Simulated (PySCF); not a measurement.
C2H9BeNSi, SMILES [SiH3][Be][N](C)C.

Coordinates come from a TPSSh-D3(BJ)/def2-SVP optimisation. The structure was generated by enumeration; whether it is a known compound was not checked. Other conformers were not sampled.

Two levels are set side by side: TDA-PBE/def2-SVPD (PySCF) and TDA-LC-ωPBE/def2-SVPD (PySCF). Vertical, same geometry. The lowest singlet is HOMO→LUMO 100 % with PBE and HOMO→LUMO 82 % with the other functional; states are paired by order. Differences are taken from unrounded values.

| quantity | TDA-LC-ωPBE | TDA-PBE | TDA-PBE minus TDA-LC-ωPBE |
|---|---|---|---|
| lowest singlet excitation (eV) | 4.94 | 3.70 | -1.24 |
| lowest triplet excitation (TDA) (eV) | 4.72 | 3.59 | -1.13 |
| first bright state (f over 0.05) (eV) | 6.23 | 4.95 | -1.28 |
| its oscillator strength | 0.09 | 0.22 | 0.13 |

Functionals without exact exchange tend to place singlet excitations lower, as here. Differences between two approximate levels are no errors against the true value.

Rough cost on one machine, each run with all the roots and properties that it gave: TDA-LC-ωPBE against TDA-PBE about 3 times.
